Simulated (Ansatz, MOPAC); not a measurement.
Species: CH5BNO2, net charge 0, doublet state. SMILES: C[N]B(O)O

Atoms: C1, N2, B3, O4, O5, H6, H7, H8, H9, H10. Bonds: C1-N2, C1-H6, C1-H7, C1-H8, N2-B3, B3-O4, B3-O5, O4-H9, O5-H10.

Bond lengths (Å) and angles (degrees) optimised at PM3 with MOPAC; PM7 with MOPAC; HF/STO-3G with Ansatz (a program for electronic structure); HF/6-31G* with Ansatz, each started from the B3LYP-D3(BJ)/def2-TZVP structure (Ansatz) of the last column. A row stands for all coordinates that are equal there; 13 of 20 kinds are shown. 6-31G* holds six Cartesian d functions. No wavenumbers were computed at HF/STO-3G, so these may be saddle points.

```csv
coordinate,PM3,PM7,HF/STO-3G,HF/6-31G*,B3LYP-D3(BJ)/def2-TZVP
C1-N2,1.416,1.405,1.492,1.439,1.424
C1-H6,1.099,1.113,1.090,1.083,1.092
C1-H7,1.101,1.120,1.091,1.087,1.100
C1-H8,1.099,1.107,1.092,1.089,1.102
N2-B3,1.490,1.405,1.500,1.452,1.445
B3-O4,1.371,1.409,1.356,1.355,1.368
B3-O5,1.378,1.418,1.359,1.360,1.373
O4-H9,0.946,0.957 to 0.968,0.981,0.947,0.963
C1-N2-B3,126.8,132.6,113.4,119.9,121.1
N2-B3-O4,118.6,120.2,119.4,119.8,119.9
N2-B3-O5,126.6,123.6,121.1,120.8,120.7
O4-B3-O5,114.4,115.8,119.3,119.4,119.4
N2-C1-H6,108.1,109.9,110.0,111.0,112.0
```

A range marks coordinates that this level makes unequal.

Mean signed difference of all 9 bond lengths from B3LYP-D3(BJ)/def2-TZVP: PM3 0.002 Å, PM7 0.008 Å, HF/STO-3G 0.013 Å, HF/6-31G* -0.008 Å.
